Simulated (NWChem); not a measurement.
System: AlHBr₂; SMILES [Br][AlH][Br]

NWChem printed, in part:

```
             Northwest Computational Chemistry Package (NWChem) 7.3.0
             --------------------------------------------------------

 C2V symmetry detected

                             Geometry "geometry" -> ""
                             -------------------------

 Output coordinates in angstroms (scale by  1.889725989 to convert to a.u.)

  No.       Tag          Charge          X              Y              Z
 ---- ---------------- ---------- -------------- -------------- --------------
    1 Al                  13.0000     0.00000000     0.00000000    -0.93427388
    2 H                    1.0000     0.00000000     0.00000000    -2.50313788
    3 Br                  35.0000    -1.94950500     0.00000000     0.20926712
    4 Br                  35.0000     1.94950500     0.00000000     0.20926712

 Effective nuclear repulsion energy (a.u.)     394.7946399977

      Symmetry information
      --------------------

 Group name             C2v
 Group number             16
 Group order               4
 No. of unique centers     3

                                 NWChem DFT Module
                                 -----------------

 Summary of "ao basis" -> "ao basis" (spherical)
 ------------------------------------------------------------------------------
       Tag                 Description            Shells   Functions and Types
 ---------------- ------------------------------  ------  ---------------------
 Al                        def2-svpd                10       24   5s3p2d
 H                         def2-svpd                 4        8   2s2p
 Br                        def2-svpd                15       41   6s5p4d

      Symmetry analysis of basis
      --------------------------

        a1         44
        a2         15
        b1         35
        b2         20

            General Information
            -------------------
          SCF calculation type: DFT
          Wavefunction type:  closed shell.
          No. of atoms     :     4
          No. of electrons :    84
           Alpha electrons :    42
            Beta electrons :    42
          Charge           :     0
          Spin multiplicity:     1
          Use of symmetry is: off; symmetry adaption is: on
          Maximum number of iterations: 150
          AO basis - number of functions:   114
                     number of shells:    44
          Convergence on energy requested:  1.00D-06
          Convergence on density requested:  1.00D-05
          Convergence on gradient requested:  5.00D-04

[...]

                                NWChem TDDFT Module
                                -------------------

            General Information
            -------------------
           No. of orbitals :     228
            Alpha orbitals :     114
             Beta orbitals :     114
        Alpha frozen cores :       0
         Beta frozen cores :       0
     Alpha frozen virtuals :       0
      Beta frozen virtuals :       0
         Spin multiplicity :       1
    Number of AO functions :     114
        Use of symmetry is : off
      Symmetry adaption is : on
         Schwarz screening :  0.10D-07

              XC Information
              --------------
                  PBE0 Method XC Functional
              Hartree-Fock (Exact) Exchange   0.25
   PerdewBurkeErnzerhof Exchange Functional   0.75
     Perdew 1991 LDA Correlation Functional   1.00 local
    PerdewBurkeErnz. Correlation Functional   1.00 non-local

             TDDFT Information
             -----------------
          Calculation type : Tamm-Dancoff TDDFT
         Wavefunction type : Restricted singlets
          No. of electrons :      84
           Alpha electrons :      42
            Beta electrons :      42
              No. of roots :       6
          Max subspacesize :    5200
            Max iterations :     100
               Target root :       1
           Target symmetry : none
      Symmetry restriction : off
                 Algorithm : Optimal
        Davidson threshold :  0.10D-03

    6 smallest eigenvalue differences (eV)
--------------------------------------------------------
  No. Spin  Occ  Vir  Irrep   E(Occ)    E(Vir)   E(Diff)
--------------------------------------------------------
    1    1   42   43 a2       -0.319    -0.065     6.917
    2    1   41   43 b2       -0.325    -0.065     7.075
    3    1   40   43 b1       -0.328    -0.065     7.147
    4    1   39   43 a1       -0.343    -0.065     7.563
    5    1   42   44 b1       -0.319    -0.040     7.609
    6    1   41   44 a1       -0.325    -0.040     7.768
--------------------------------------------------------

  Entering Davidson iterations
  Restricted singlet excited states

  Iter   NTrls   NConv    DeltaV     DeltaE      Time
  ----  ------  ------  ---------  ---------  ---------
    1      6       0     0.97E-01   0.10+100       13.9
    2     12       0     0.19E-01   0.17E-01       14.7
    3     18       0     0.91E-02   0.56E-03       14.5
    4     24       1     0.22E-02   0.39E-04       15.2
    5     29       1     0.39E-03   0.42E-05       12.3
    6     34       6     0.98E-04   0.27E-06       11.4
  ----  ------  ------  ---------  ---------  ---------
  Convergence criterion met

  Ground state a1      -5390.067074860170 a.u.

  ----------------------------------------------------------------------------
  Root   1 singlet a2             0.205172046 a.u.                5.5830 eV
  ----------------------------------------------------------------------------
     Transition Moments    X -0.00000   Y -0.00000   Z -0.00000
     Dipole Oscillator Strength                    0.0000000000
     Electric Quadrupole                           0.0000000007
     Magnetic Dipole                               0.0000001280
     Total Oscillator Strength                     0.0000001287

[...]
```

Level: PBE0/def2-SVPD, TDA. Geometry: optimised at B3LYP/6-31G* (spherical d).

Q: Write an input that gives this output.

A: One answer among several that fit: the input that was run:
```
start job
memory heap 200 mb stack 900 mb global 1100 mb
geometry units angstroms noautoz
  Al     0.000000     0.000000    -0.876636
  H      0.000000     0.000000    -2.445500
  Br    -1.949505     0.000000     0.266905
  Br     1.949505     0.000000     0.266905
end
basis spherical
  * library def2-svpd
end
dft
  xc pbe0
  iterations 150
end
tddft
  cis
  nroots 6
  notriplet
end
task tddft energy
```
